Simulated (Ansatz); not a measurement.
`O[B-]1(F)OC=CC=[O+]1`. Total charge 0; spin multiplicity 1.

Cartesian coordinates in Å:
```
O 2.2539 -1.0841 0.3633
B 1.1697 -0.5723 -0.3295
F 1.2785 -0.6501 -1.6825
O 0.9312 0.9183 0.0144
C -0.2334 1.4227 0.0112
C -1.3971 0.6754 -0.0486
C -1.2601 -0.6984 0.0507
O -0.1420 -1.2988 0.0558
H 2.1727 -1.0280 1.3149
H -0.2712 2.5091 0.1081
H -2.3681 1.1456 -0.0380
H -2.1340 -1.3393 0.1801
```

Q: List the harmonic frequencies (cm⁻¹, unscaled) at PBE0-D4/def2-TZVP in Ansatz. (An estimate is asked.)

A: Computed: 69, 175, 270, 327, 381, 396, 455, 523, 539, 545, 654, 686, 799, 943, 966, 1011, 1051, 1088, 1128, 1138, 1344, 1359, 1413, 1509, 1574, 1692, 3134, 3135, 3264, 3937.

Q: Is this a minimum?

A: Yes, all 30 modes are real.

Q: Give the ideal-gas thermochemistry at 298.15 K and 1 bar (rigid rotor, harmonic oscillator; point group Cs, symmetry number 1).

A: Zero-point energy 212.4 kJ/mol; H(298) − E = 233.7 kJ/mol; entropy 349.0 J/(mol·K), of which translation 168.3, rotation 115.8, vibration 64.9; G(298) − E = 129.6 kJ/mol. Modes under 100 cm⁻¹ are hindered rotations or soft bends, so the harmonic entropy is rough.
